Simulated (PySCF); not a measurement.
**Two-component Hartree-Fock for Mo¹⁵⁺ (molybdenum, charge +15)**

Start: [Ar] 3d9; 3d3/2 filled at m_j = -3/2, -1/2, +1/2, +3/2; 3d5/2 filled at m_j = -3/2, -1/2, +1/2, +3/2, +5/2. Calculated with PySCF 2.14 in an uncontracted even-tempered set (17 s from 1.3 bohr⁻², ratio 2.8; 13 p from 1.7 bohr⁻², ratio 2.8; 8 d from 1.7 bohr⁻², ratio 2.8; 4 f from 9 bohr⁻², ratio 3): generalised Hartree-Fock with the X2C-1e Hamiltonian and a Gaussian nucleus; one run each with spin-orbit coupling (SO) switched off, then screened by Boettger's factors.

| spinor shell | electrons | ε, spin-free (eV) | ε, screened SO (eV) | weight of nominal j (screened SO) | rms radius, screened SO (bohr) |
| --- | --- | --- | --- | --- | --- |
| 1s1/2 | 2 | -20488.3 | -20487.3 | 1.000 | 0.0404 |
| 2s1/2 | 2 | -3287.0 | -3286.7 | 1.000 | 0.166 |
| 2p1/2 | 2 | -2973.0 | -3047.5 | 1.000 | 0.145 |
| 2p3/2 | 4 | -2973.0 | -2937.8 | 1.000 | 0.149 |
| 3s1/2 | 2 | -874.09 | -873.98 | 1.000 | 0.450 |
| 3p1/2 | 2 | -767.63 | -782.66 | 0.991 | 0.445 |
| 3p3/2 | 4 | -767.63 | -760.49 | 0.995 | 0.455 |
| 3d3/2 | 4 | -600.23 | -603.06 | 0.939 | 0.430 |
| 3d5/2 | 5 | -600.23 | -598.12 | 0.951 | 0.433 |

| quantity | spin-free | screened SO |
| --- | --- | --- |
| E (hartree) | -3958.14001 | -3958.66186 |
| M_J | 5/2 | 5/2 |
| ⟨J²⟩ | 8.751 | 8.751 |
| ⟨L²⟩ | 6.001 | 6.006 |
| ⟨S²⟩ | 0.750 | 0.756 |

Each row is a mean over spinors that exchange with the open shell spreads, by up to 13.742 eV (3p3/2).

Breit and QED terms are absent; they matter most for the inner s and p1/2 levels.

Densities and radii are taken from the X2C orbitals without a picture-change correction, which distorts them close to the nucleus.

Without spin-orbit coupling the j labels of p, d and f shells carry no meaning; the spin-free column gives the mean over the occupied spinors of each nl shell.
